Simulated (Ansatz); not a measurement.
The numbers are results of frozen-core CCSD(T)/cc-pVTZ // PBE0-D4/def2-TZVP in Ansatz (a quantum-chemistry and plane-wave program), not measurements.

Ansatz 0.2 input:
```yaml
crystal:
  periodic: [false, false, false]
  atoms:
    - { symbol: Se, position_ang: [0.735491, -0.000004, -0.000003] }
    - { symbol: H, position_ang: [-0.735491, 0.000004, 0.000003] }
basis:
  gaussian: { orbitals: cc-pVTZ }
correlation:
  method: ccsd_t
magnetization:
  spin_polarized: true
  initial_magnetization: 1
```

Output:

```
Functional definition: HF
352 factors; integrals over basis functions are off by at most 8.1e-4 eV
mean field evaluation 1: about -65319.3259 eV, gradient 6.1e0 eV
mean field evaluation 2: about -65319.3267 eV, gradient 6.1e0 eV
mean field evaluation 4: about -65319.6930 eV, gradient 7.3e-1 eV
mean field evaluation 8: about -65319.6994 eV, gradient 9.8e-4 eV
mean field evaluation 16: about -65318.9129 eV, gradient 8.3e0 eV
mean field evaluation 32: about -65319.6960 eV, gradient 5.4e-1 eV
mean field -65319.69939393 eV, -2400.4546774446 hartree, gradient 5.3e-6 eV, S^2 0.761348; 3 other end points of the search recorded, 0 dependent functions left out
9 core orbitals not correlated
reference -65319.69939393 eV, -2400.4546774446 hartree; 9, 8 occupied and 39, 40 virtual orbitals, 352 factors
second order -5.36318214 eV of doubles, -0.00000000 eV of singles
cycle   1  -5.65754504 eV  change   -2.9e-1 eV  update   5.0e-2
cycle   2  -5.84418418 eV  change   -1.9e-1 eV  update   1.6e-2
cycle   3  -5.85132451 eV  change   -7.1e-3 eV  update   5.0e-3
cycle   4  -5.85250251 eV  change   -1.2e-3 eV  update   1.5e-3
cycle   5  -5.85223325 eV  change    2.7e-4 eV  update   3.7e-4
cycle   6  -5.85222172 eV  change    1.2e-5 eV  update   1.3e-4
cycle   7  -5.85226578 eV  change   -4.4e-5 eV  update   4.6e-5
cycle   8  -5.85226378 eV  change    2.0e-6 eV  update   1.5e-5
perturbative correction -0.20064958 eV, -0.0073737362 hartree
Total energy: -65325.75230729 eV, -2400.6771179077 hartree
```

Cost: very roughly 4 core-seconds.
